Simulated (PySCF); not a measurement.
C₂H₃BBrCl. Atoms are numbered in the order given.

```xyz
8

B     -0.1663     0.5994     0.0000
Cl     0.9836     1.9210     0.0000
Br     0.5153    -1.1922     0.0000
C     -1.6807     0.8949     0.0000
C     -2.6307    -0.0535     0.0000
H     -1.9911     1.9466     0.0000
H     -3.6975     0.1926     0.0000
H     -2.3687    -1.1170     0.0000
```

Geometry optimised at PBE0-D3(BJ)/def2-SVP. The structure was generated by enumeration, and PubChem lists no compound with its InChIKey, so it may never have been made. One conformer was computed; it need not be the lowest.

Computed with TDDFT-CAM-B3LYP/def2-SVPD (PySCF).

Vertical excitations. Gas-phase values at a fixed geometry. State labels are in the subgroup Cs.

| state | symmetry | energy (eV) | λ (nm) | f | main pairs |
|---|---|---|---|---|---|
| S1 | A" | 5.07 | 245 | 0.000 | HOMO−1→LUMO 97 % |
| S2 | A" | 5.46 | 227 | 0.000 | HOMO−3→LUMO 95 % |
| S3 | A' | 5.53 | 224 | 0.184 | HOMO→LUMO 95 % |
| S4 | A' | 6.16 | 201 | 0.256 | HOMO−2→LUMO 93 % |
| S5 | A" | 6.68 | 186 | 0.000 | HOMO−4→LUMO 94 % |
| S6 | A" | 7.52 | 165 | 0.000 | HOMO−6→LUMO 93 % |
| S7 | A' | 7.58 | 164 | 0.069 | HOMO−1→LUMO+1 77 % |
| S8 | A" | 7.66 | 162 | 0.001 | HOMO→LUMO+1 82 % |
| S9 | A' | 7.73 | 160 | 0.022 | HOMO−5→LUMO 89 % |
| S10 | A" | 8.15 | 152 | 0.044 | HOMO−2→LUMO+1 55 %, HOMO→LUMO+3 28 % |
| T1 | A' | 3.57 | 348 | 0 | HOMO→LUMO 76 %, HOMO−2→LUMO 13 % |
| T2 | A" | 4.94 | 251 | 0 | HOMO−1→LUMO 92 % |
| T3 | A" | 5.13 | 241 | 0 | HOMO−3→LUMO 85 % |
| T4 | A' | 5.25 | 236 | 0 | HOMO−2→LUMO 79 %, HOMO→LUMO 16 % |
Triplets are in the Tamm–Dancoff approximation, which puts them higher than full response would, so one can lie above its singlet here.
